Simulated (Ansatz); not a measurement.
Consider the redistribution: `[CH3][Sn]([SH])([Cl])[Cl]` + `CO[SiH2]S[SiH2]F` → `C[O][Sn]([CH3])([SH])[Cl]` + `F[SiH2]S[SiH2]Cl`.

Isolated molecules relaxed with PBE0-D4/def2-TZVP in Ansatz; ΔE leaves out vibrations. CBS: MP2 limit from def2 TZ/QZ plus the TZ coupled-cluster correction, frozen cores. DFT in def2-TZVPP. B3LYP here is the variant with VWN-RPA as its local correlation; programs differ in this. Elements past krypton have def2 core potentials. For Sn outer-core shells are correlated without core-valence functions, which leaves a few kJ/mol of doubt a bond. Each species was taken in one conformer, which may not be the lowest.

```json
{"level": "PBE-D4", "ΔE (kcal/mol)": "13.5", "difference from CCSD(T)/CBS": "-0.8"}
{"level": "r2SCAN-D4", "ΔE (kcal/mol)": "15.1", "difference from CCSD(T)/CBS": "0.8"}
{"level": "PBE0-D4", "ΔE (kcal/mol)": "15.1", "difference from CCSD(T)/CBS": "0.8"}
{"level": "B3LYP-D4", "ΔE (kcal/mol)": "16.2", "difference from CCSD(T)/CBS": "1.9"}
{"level": "ωB97X-V", "ΔE (kcal/mol)": "15.3", "difference from CCSD(T)/CBS": "1.0"}
{"level": "B2PLYP", "ΔE (kcal/mol)": "15.2", "difference from CCSD(T)/CBS": "0.9"}
{"level": "PBE", "ΔE (kcal/mol)": "13.1", "difference from CCSD(T)/CBS": "-1.2"}
{"level": "r2SCAN", "ΔE (kcal/mol)": "15.0", "difference from CCSD(T)/CBS": "0.7"}
{"level": "B3LYP", "ΔE (kcal/mol)": "15.6", "difference from CCSD(T)/CBS": "1.3"}
{"level": "MP2/def2-TZVPP", "ΔE (kcal/mol)": "14.6", "difference from CCSD(T)/CBS": "0.3"}
{"level": "SCS-MP2/def2-TZVPP", "ΔE (kcal/mol)": "14.9", "difference from CCSD(T)/CBS": "0.6"}
{"level": "CCSD/def2-TZVPP", "ΔE (kcal/mol)": "15.5", "difference from CCSD(T)/CBS": "1.2"}
{"level": "CCSD(T)/def2-TZVPP", "ΔE (kcal/mol)": "14.8", "difference from CCSD(T)/CBS": "0.5"}
{"level": "HF/def2-QZVPP", "ΔE (kcal/mol)": "19.1", "difference from CCSD(T)/CBS": "4.8"}
{"level": "MP2/def2-QZVPP", "ΔE (kcal/mol)": "14.4", "difference from CCSD(T)/CBS": "0.1"}
{"level": "CCSD/CBS(def2)", "ΔE (kcal/mol)": "15.1", "difference from CCSD(T)/CBS": "0.8"}
{"level": "CCSD(T)/CBS", "ΔE (kcal/mol)": "14.3", "difference from CCSD(T)/CBS": "0"}
```

Largest T1 diagnostic among the species: 0.012.

In def2-TZVPP, CCSD(T) changes the Hartree–Fock value by −4.3 kcal/mol (the triples alone add −0.7 kcal/mol) and MP2 by −4.5 kcal/mol. From PBE to PBE0 (25 % exact exchange), in def2-TZVPP and without D4, ΔE moves by +1.7 kcal/mol.
